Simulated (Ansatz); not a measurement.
The cluster Be₄. Total charge 0; triplet. Geometry PBE/def2-TZVP, that of the charge +1 doublet; atoms count from 1.

```csv
atom,x (Å),y (Å),z (Å)
Be1,-1.023,-0.886,0.685
Be2,-1.069,1.048,-0.242
Be3,1.069,-1.049,0.241
Be4,1.023,0.886,-0.684
```

The structure comes from a short search, and lower isomers may exist.

**Question.** Estimate the Mulliken populations from the PBE0/def2-TZVP orbitals of Ansatz.

**Answer.** 
| atom | charge (e) | spin (α − β) |
| --- | --- | --- |
| Be1 | 0.00 | 0.50 |
| Be2 | 0.00 | 0.50 |
| Be3 | 0.00 | 0.50 |
| Be4 | 0.00 | 0.50 |
Mulliken values and Mayer orders depend strongly on the basis.

**Question.** Where does the spin sit?

**Answer.** Summed by element: Be 2.00, of 2 unpaired in all. Largest on single atoms: Be3 0.50, Be4 0.50, Be1 0.50.

**Question.** And the Mayer bond orders between bonded heavy atoms (over 0.3)?

**Answer.** Be1–Be2 0.96 (2.14 Å); Be1–Be3 0.96 (2.14 Å); Be2–Be4 0.96 (2.14 Å); Be3–Be4 0.96 (2.14 Å). Values over 0.3 also appear between atoms too far apart for a bond (Be1–Be4 0.37 at 3.03 Å; Be2–Be3 0.37 at 3.03 Å); they arise where an orbital or an unpaired electron spreads over both atoms.
